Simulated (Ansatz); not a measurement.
Reaction (redistribution): `BC[SiH3]` + `O[Si](Cl)(Cl)Cl` → `BC[SiH2]Cl` + `O[SiH](Cl)Cl`

Calculated with Ansatz (gas phase, PBE0-D4/def2-TZVP geometries, no zero-point term in ΔE). CBS: MP2 limit from def2 TZ/QZ plus the TZ coupled-cluster correction, frozen cores. This one scheme is used for every species. Functionals use def2-TZVPP. Each species was taken in one conformer, which may not be the lowest.

`BC[SiH3]`:

Cartesian coordinates in Å:
```
B -0.056 -0.965 1.185
C -0.533 0.340 0.538
Si 0.354 0.463 -1.134
H -0.614 -2.000 0.956
H 0.926 -0.982 1.871
H -0.243 1.252 1.068
H -1.596 0.367 0.280
H -0.021 -0.672 -2.016
H -0.046 1.734 -1.793
H 1.829 0.462 -0.956
```

`O[Si](Cl)(Cl)Cl`:

```xyz
6

O     0.099   -1.302    0.342
Si   -0.177    0.236   -0.070
Cl    0.534    1.516    1.337
Cl    0.714    0.698   -1.836
Cl   -2.177    0.439   -0.235
H     1.008   -1.587    0.462
```

`BC[SiH2]Cl`:

```xyz
10

B    -0.145   -0.422    1.549
C    -0.518    0.463    0.347
Si    0.453   -0.079   -1.164
Cl   -0.067    1.127   -2.750
H     0.775   -0.132    2.257
H    -0.732   -1.444    1.760
H    -0.248    1.517    0.469
H    -1.563    0.372    0.034
H     0.134   -1.473   -1.546
H     1.912    0.072   -0.956
```

`O[SiH](Cl)Cl`:

Cartesian coordinates in Å:
```
O -1.316 0.154 0.204
Si 0.218 -0.298 -0.063
Cl 1.427 0.235 1.494
Cl 0.965 0.583 -1.746
H -1.517 1.083 0.332
H 0.223 -1.756 -0.220
```

(1) Is it downhill or uphill in electronic energy at CCSD(T)/CBS, and by how much? (Estimate.)

(2) What do these levels give: B97M-V, PBE0-D4, CAM-B3LYP-D4, BLYP, MP2/def2-SVP, MP2/def2-QZVPP? (An estimate is asked.)

Largest T1 diagnostic among the species: 0.011.

Answers

(1) The calculation gave: Downhill: ΔE = -7.3 kJ/mol.

(2) The calculation gave: B97M-V -1.1, PBE0-D4 -4.7, CAM-B3LYP-D4 -7.0, BLYP -10.7, MP2/def2-SVP -1.3, MP2/def2-QZVPP -6.7 kJ/mol.

Leaving LDA and LC-ωPBE aside and taking each functional with its dispersion term where it has one, the values, not all of them listed here, spread over 8.8 kJ/mol, from B2PLYP to revPBE-D4. LDA lies +5.3 kJ/mol from PBE without D4. The D4 term adds +5.1 kJ/mol with B3LYP and +2.5 kJ/mol with PBE0; it sums over pairs of atoms, weighted by their polarisabilities, and B3LYP, whose exchange is more repulsive, gets the larger term.

B3LYP here is the variant with VWN-RPA as its local correlation; programs differ in this.
